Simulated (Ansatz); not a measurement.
```yaml
crystal:
  periodic: [false, false, false]
  atoms:
    - {symbol: F, position_ang: [0.612459, -1.140530, 0.748369]}
    - {symbol: B, position_ang: [0.200325, -0.487942, 0.339761]}
    - {symbol: S, position_ang: [-0.777123, -0.681714, -0.304358]}
    - {symbol: Ga, position_ang: [0.071549, 0.717618, -0.160114]}
    - {symbol: H, position_ang: [-0.219599, 1.622371, -0.599901]}
basis:
  gaussian: {orbitals: def2-TZVPP}
hamiltonian: {xc: {name: B2PLYP}}
output: {forces: true}
```

```sh
$ ansatz run in.yaml --threads 2 --pin off --events-out ev --progress --plain --max-ram 4352MiB
```

Shortened log:

```
Functional definition: B2PLYP
1037 factors; integrals over basis functions are off by at most 5.2e-4 eV
mean field evaluation 1: about -66547.4546 eV, gradient 8.3e1 eV
mean field evaluation 2: about -66547.6995 eV, gradient 8.3e1 eV
mean field evaluation 4: about -66557.8281 eV, gradient 8.0e0 eV
mean field evaluation 8: about -66557.9382 eV, gradient 6.0e-1 eV
mean field evaluation 16: about -66557.9387 eV, gradient 3.7e-4 eV
mean field -66557.93870111 eV, -2445.9591326747 hartree, gradient 4.8e-6 eV, S^2 0.000000; 0 other end points of the search recorded, 0 dependent functions left out
16 core orbitals not correlated: weight in the atoms' cores, before any rotation towards them, 0.999 or more for the frozen orbitals, at most 0.001 for the correlated occupied ones
reference -66557.93883326 eV, -2445.9591375311 hartree; 15, 15 occupied and 135, 135 virtual orbitals, 1037 factors
second order -25.53474602 eV of doubles, -0.00000000 eV of singles
Total energy: -66564.83321469 eV, -2446.2125013753 hartree
Atom 0 at     0.612459    -1.140530     0.748369 Å, force    55.330223   -76.058397    53.266473 eV/Å
Atom 1 at     0.200325    -0.487942     0.339761 Å, force     6.375481    42.293395     1.357168 eV/Å
Atom 2 at    -0.777123    -0.681714    -0.304358 Å, force   -69.744693   -27.202054   -40.487087 eV/Å
Atom 3 at     0.071549     0.717618    -0.160114 Å, force    14.994750    38.345286    -3.058266 eV/Å
Atom 4 at    -0.219599     1.622371    -0.599901 Å, force    -6.955760    22.621770   -11.078288 eV/Å
Dipole moment:     0.027278    -0.163409     0.040782 e Å
```

What is wrong with this run?

The geometry is squeezed to about two thirds of its size. The run converged. The result belongs to that input, not to the molecule as meant.
